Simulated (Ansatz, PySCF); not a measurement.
C3H7FSi, SMILES C1CC1[SiH2]F.

The structure is a stationary point at PBE-D3(BJ)/def2-SVP. The structure was generated by enumeration, and PubChem lists no compound with its InChIKey, so it may never have been made. The values are those of a single conformer.

Vertical ionisation energy (IE) and electron affinity (EA) in eV. Rows of orbital energies are one-electron estimates. Where ΔSCF, EOM or ADC give a negative EA the extra electron is unbound and the value depends on the basis.

```
level                                                                        IE     EA
------------------------------------------------------------------------  -----  -----
−ε(HOMO), −ε(LUMO), PBE0/def2-TZVP (PySCF)                                 8.49  -0.32
−ε(HOMO), −ε(LUMO), PBE/def2-TZVP (PySCF)                                  7.19   0.57
ΔSCF, CAM-B3LYP/def2-SVPD (Ansatz), final states of multiplicity 2 and 2  10.79  -1.73
ΔSCF, PBE/def2-SVPD (Ansatz), final states of multiplicity 2 and 2        10.27  -1.40
```

### Question
What vertical singlet–triplet gap does ΔSCF give with CAM-B3LYP/def2-SVPD (Ansatz, a quantum-chemistry and plane-wave program) and with PBE/def2-SVPD (Ansatz)? (Estimate from the structure and the level; the computed values follow.)

### Answer
7.54 and 6.68 eV (triplet above singlet where positive).
